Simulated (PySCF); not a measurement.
Compound: C6H7N2 (doublet state).
Cartesian coordinates in Å at the GFN2-xTB level; atoms count from 1:
```xyz
15
C6H7N2 angstrom
C     -2.4387   -0.4026   -0.1812
C     -1.1739   -0.6884   -0.4213
C     -0.1604    0.3210   -0.9043
C      0.7267    0.6194    0.2550
C      0.3733    1.6306    1.1336
N      0.0817    2.4846    1.8538
C      1.8807   -0.1670    0.5146
N      2.1956   -1.1144   -0.2871
H     -3.1319   -1.1520    0.1611
H     -2.8405    0.5867   -0.3280
H     -0.7727   -1.6776   -0.2527
H     -0.6668    1.2231   -1.2503
H      0.4414   -0.1232   -1.6982
H      2.4515    0.1016    1.4126
H      3.0297   -1.6337   -0.0295
```

The hyperfine couplings belong to this conformer and change with its torsions.

Identity: `[H]/N=C/[C](C#N)CC=C` [radical].

Method used: UKS B3LYP, pcH-1 on C H N, non-relativistic, mean-field spin-orbit, GIAO (PySCF). The structure is a single GFN2-xTB conformer in the gas phase; no vibrational or solvent corrections. The geometry wasn't refined by DFT: couplings that depend on bond lengths, twists or pyramidal angles can differ widely from those at the functional's own minimum. No stability test was run, so a lower SCF solution isn't excluded. ⟨S²⟩ is 0.775 where a pure state has 0.75.

Match the computed a_iso(13C) values +57.8, -47.2, -41.4, +35.7, -18.2, +1.9 MHz with the sites C1; C2; C3; C4; C5; C7.

```tsv
site	a_iso (MHz)	ρ(0) (bohr⁻³)	position	distance from C4 (Å)	spin population	largest |T| (MHz)
C1	+1.9	+0.0017	3 bonds from C4	3.35	+0.04	5.6
C2	+35.7	+0.0318	2 bonds from C4	2.40	+0.01	9.1
C3	-18.2	-0.0162	1 bond from C4	1.49	-0.04	2.1
C4	+57.8	+0.0514	largest spin population	0.00	+0.66	106.3
C5	-47.2	-0.0420	1 bond from C4	1.39	-0.17	17.1
C7	-41.4	-0.0369	1 bond from C4	1.42	-0.19	22.7
```

Match the computed a_iso(14N) values +12.7, +6.7 MHz with the sites N6; N8.

```tsv
site	a_iso (MHz)	ρ(0) (bohr⁻³)	position	distance from C4 (Å)	spin population	largest |T| (MHz)
N6	+6.7	+0.0209	2 bonds from C4	2.54	+0.29	24.8
N8	+12.7	+0.0392	2 bonds from C4	2.34	+0.38	34.1
```

ρ(0) is the spin density at the nucleus and T the dipolar tensor; entries for several nuclei are means. The largest Mulliken spin populations are on C4 (+0.66), N8 (+0.38), N6 (+0.29) and C7 (-0.19). Three atoms exceed +0.15. The positive populations add up to 1.41 and the negative ones to -0.41, together 2S = 1. The angles at C4 add up to 359.9°, so it is planar.

The spin density at the nucleus, in bohr⁻³, is negative for C5 (-0.0420), C7 (-0.0369) and C3 (-0.0162), for instance. A restricted open-shell determinant has no negative spin density anywhere; here it arises because α and β orbitals differ (spin polarisation).

Means are taken over nuclei equivalent by connectivity, which assumes that they swap fast.
